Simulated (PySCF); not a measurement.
**What an electron can do to SbO**

PBE0 in PySCF with def2-TZVPPD on every atom (core potentials on Sb), for the lowest determinant that a PBE0 search found; no spin–orbit coupling.

```json
{"species": "SbO", "state (unpaired electrons)": "doublet (π ↑)", "Re (Å)": "1.806", "ωe (cm⁻¹)": "878", "energy of the minimum from the neutral (eV)": "0.00", "De (eV)": "3.93", "dissociates to": "Sb + O"}
{"species": "SbO⁺", "state (unpaired electrons)": "singlet (closed shell)", "Re (Å)": "1.753", "ωe (cm⁻¹)": "998", "energy of the minimum from the neutral (eV)": "8.02", "De (eV)": "4.95", "dissociates to": "Sb⁺ + O"}
{"species": "SbO⁻", "state (unpaired electrons)": "triplet (π ↑↑)", "Re (Å)": "1.871", "ωe (cm⁻¹)": "754", "energy of the minimum from the neutral (eV)": "-1.69", "De (eV)": "4.23", "dissociates to": "Sb + O⁻"}
```

Question: Work out the lowest energy to break SbO into atoms, from its vibrational ground state.

Answer: D0 = De − ωe/2 = 3.93 − 0.05 = 3.88 eV (PBE0/def2-TZVPPD).

Question: Work out the ionisation energy of the Sb atom at this level and the threshold of dissociative ionisation.

Answer: IE(Sb) = 8.02 + 4.95 − 3.93 = 9.04 eV, so Sb⁺ + O + e⁻ appears at D0 + IE(Sb) = 12.92 eV (PBE0/def2-TZVPPD). The measured IE(Sb) is 8.608 eV (NIST ASD).

Question: Work out the electron affinity of the O atom and the threshold of dissociative attachment.

Answer: EA(O) = 3.93 − 4.23 − (-1.69) = 1.39 eV, so Sb + O⁻ needs D0 − EA(O) = 2.49 eV (PBE0/def2-TZVPPD). The measured EA(O) is 1.461 eV.

Question: At which energy does ion-pair formation open?

Answer: Sb⁺ + O⁻ lies at D0 + IE(Sb) − EA(O) = 11.53 eV (PBE0/def2-TZVPPD).

These are thermodynamic thresholds; the onsets seen under electron impact lie higher where the geometry changes, and cross-sections peak well above them.

These are scalar-relativistic numbers at best; spin–orbit coupling would shift them, the dissociation energy most. For an ion De counts to the pair picked by the measured ionisation energies or electron affinities, which need not be the lowest pair at this level. The highest Kohn–Sham level is positive in this anion. Much of that is self-interaction error, but it also means that the finite basis helps to hold the extra electron. States were picked by a PBE0 search and need not be the measured ground states.
